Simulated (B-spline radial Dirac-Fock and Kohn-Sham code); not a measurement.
# Isotope-shift constants of the inner levels of Fe

System: the Fe atom, [Ar] 3d6 4s2.

The run's input, task.json:

```json
{"items": [{
  "Z": 26,
  "q": 0,
  "cfg": [[1, 0, 2], [2, 0, 2], [2, 1, 6], [3, 0, 2], [3, 1, 6], [3, 2, 6], [4, 0, 2]],
  "A": 56,
  "rrms": 3.7377,
  "do": "isoshift",
  "isotopes": [[54, 53.939608189, 3.6933], [56, 55.934935537, 3.7377], [57, 56.93539195, 3.7532], [58, 57.933273575, 3.7745]]
}]}
```

Run with: `python xray2_run.py task.json out`

Model: first-order field-shift and mass-shift constants from Dirac-Fock ground and hole states with a Fermi nucleus; the mass shift has no relativistic recoil terms. Program: a radial B-spline solver. A binding energy shifts by δE = F·δ⟨r²⟩ + (K_N + K_S)·δ(1/M); F is taken for a change of radius at fixed skin thickness and so holds the higher radial moments.

```
     level  F (meV/fm²)  K_N (meV u)  K_S (meV u)
    K (1s)       -3.405        -3914         1471
   L1 (2s)      -0.3163       -473.4       -142.2
L2 (2p1/2)      0.03287       -403.4        383.4
L3 (2p3/2)      0.03383       -396.6        366.5
   M1 (3s)     -0.04288       -60.40       -39.13
M2 (3p1/2)     0.006209       -38.85        38.02
M3 (3p3/2)     0.006344       -38.01        34.74
```

Line shifts in meV from A = 56 (mass 55.9349 u, rms radius 3.7377 fm); radii from Angeli and Marinova (2013).

| A | mass (u) | radius (fm) | Kα1 | Kα2 | Kβ1 | Lβ3 |
| --- | --- | --- | --- | --- | --- | --- |
| 54 | 53.9396 | 3.6933 | -0.46 | -0.47 | -0.49 | -0.30 |
| 57 | 56.9354 | 3.7532 | ? | ? | ? | ? |
| 58 | 57.9333 | 3.7745 | +0.54 | +0.54 | +0.56 | +0.29 |

Question: What are the shifts for A = 57?

Answer: Kα1 +0.36 meV (field -0.40, mass +0.76); Kα2 +0.36 meV (field -0.40, mass +0.76); Kβ1 +0.37 meV (field -0.40, mass +0.77); Lβ3 +0.15 meV (field -0.04, mass +0.19).

Values without a named source are computed, but for edge energies of neutral atoms, which are taken from tables.
